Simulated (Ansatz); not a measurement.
Consider the formal exchange of groups at a Te–Si bond: `N[Si](O)(O)[TeH]` + `C=CC` → `C=C(C)[TeH]` + `N[SiH](O)O`.

Gas-phase electronic energies from Ansatz, PBE0-D4/def2-TZVP geometries. CBS: MP2 limit from def2 TZ/QZ plus the TZ coupled-cluster correction, frozen cores. This one scheme is used for every species. Functionals use def2-TZVPP. B3LYP here is the variant with VWN-RPA as its local correlation; programs differ in this. def2 core potentials past Kr. For Te outer-core shells are correlated without core-valence functions, which leaves a few kJ/mol of doubt a bond. One conformer a species, not always the lowest.

`N[Si](O)(O)[TeH]`:

```xyz
10

N     0.825    1.251   -0.181
Si   -0.014   -0.226   -0.204
O     0.929   -1.193    0.723
O    -0.245   -0.734   -1.744
Te   -2.387   -0.282    0.583
H     0.430    2.068   -0.618
H     1.372    1.488    0.631
H     0.505   -1.984    1.061
H     0.519   -0.677   -2.323
H    -1.933    0.289    2.072
```

`C=CC`:

```xyz
9

C    -1.135    0.753    0.251
C     0.161    0.483    0.191
C     0.748   -0.802   -0.283
H    -1.880    0.024   -0.055
H    -1.500    1.710    0.606
H     0.869    1.246    0.509
H     1.411   -0.638   -1.138
H     1.356   -1.267    0.500
H    -0.028   -1.509   -0.581
```

`C=C(C)[TeH]`:

```xyz
10

C    -0.456    1.427    0.481
C     0.136    0.331    0.022
C    -0.584   -0.931   -0.314
Te    2.209    0.388   -0.378
H     0.090    2.325    0.742
H    -1.535    1.451    0.610
H    -1.650   -0.834   -0.094
H    -0.462   -1.184   -1.371
H    -0.189   -1.772    0.263
H     2.440   -1.201    0.041
```

`N[SiH](O)O`:

```xyz
9

N    -0.345   -0.006   -1.210
Si   -0.184   -0.251    0.479
O    -0.421    1.201    1.202
O     1.278   -0.949    0.728
H    -0.110   -0.751   -1.846
H    -1.120    0.532   -1.563
H    -1.139   -1.153    1.150
H     0.017    1.960    0.812
H     2.023   -0.583    0.248
```

| level | ΔE (kcal/mol) | difference from CCSD(T)/CBS |
| --- | --- | --- |
| PBE-D4 | 23.6 | 1.3 |
| r2SCAN-D4 | 24.0 | 1.7 |
| PBE0-D4 | 24.7 | 2.4 |
| B3LYP-D4 | 23.1 | 0.8 |
| ωB97X-V | 23.5 | 1.2 |
| ωB97M-V | 23.7 | 1.4 |
| B2PLYP | 22.3 | 0.0 |
| PBE | 23.5 | 1.2 |
| r2SCAN | 23.9 | 1.6 |
| PBE0 | 24.5 | 2.2 |
| B3LYP | 22.9 | 0.6 |
| HF/def2-TZVPP | 24.7 | 2.4 |
| MP2/def2-TZVPP | 21.1 | -1.2 |
| SCS-MP2/def2-TZVPP | 20.5 | -1.8 |
| CCSD/def2-TZVPP | 21.8 | -0.5 |
| CCSD(T)/def2-TZVPP | 21.2 | -1.1 |
| HF/def2-QZVPP | 24.4 | 2.1 |
| MP2/def2-QZVPP | 21.6 | -0.7 |
| SCS-MP2/def2-QZVPP | 21.1 | -1.2 |
| HF/CBS(def2) | 24.3 | 2.0 |
| MP2/CBS(def2) | 22.2 | -0.1 |
| CCSD/CBS(def2) | 22.9 | 0.6 |
| CCSD(T)/CBS | 22.3 | 0 |

Largest T1 diagnostic among the species: 0.011.

From PBE to PBE0 (25 % exact exchange), in def2-TZVPP and without D4, ΔE moves by +1.0 kcal/mol. In def2-TZVPP, CCSD(T) changes the Hartree–Fock value by −3.5 kcal/mol (the triples alone add −0.6 kcal/mol) and MP2 by −3.6 kcal/mol.
